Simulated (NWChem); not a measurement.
InSiH$_{3}$F$_{2}$; SMILES [F][In]([F])[SiH3]

```xyz
7

In    -0.0031     0.2864     0.0021
F     -1.5720     1.4576    -0.0025
F      1.5770     1.4425    -0.0022
Si    -0.0063    -2.2648     0.0046
H      0.8606    -2.7329     1.1234
H      0.5451    -2.7258    -1.3020
H     -1.4032    -2.7505     0.1830
```
Atoms are numbered in this order, from 1.

Level: PBE0/def2-SVP with def2 effective core potentials on In (NWChem), optimised geometry, unscaled harmonic frequencies. def2 effective core potentials on In; no spin-orbit coupling.

**Question.** List the harmonic frequencies with IR intensities, and the thermochemistry.

**Answer.** 
| frequency (cm⁻¹) | IR intensity (km/mol) |
|---|---|
| 18 | 0.0 |
| 79 | 5.5 |
| 112 | 23.1 |
| 154 | 32.9 |
| 296 | 0.0 |
| 471 | 1.4 |
| 486 | 1.1 |
| 608 | 94.0 |
| 612 | 67.0 |
| 837 | 231.5 |
| 927 | 40.9 |
| 930 | 40.0 |
| 2242 | 33.2 |
| 2262 | 49.9 |
| 2268 | 52.7 |

The zero-point energy is 17.6 kcal/mol and the thermal correction to the enthalpy at 298.15 K (with zero-point energy) comes out as 22.7 kcal/mol. The heat capacity Cv is 21.6 cal/(mol K). The entropy at 298.15 K and 1 atm (symmetry number 1) is 89.8 cal/(mol K).

Rigid rotor and harmonic oscillator; modes under 100 cm⁻¹ make the entropy uncertain.
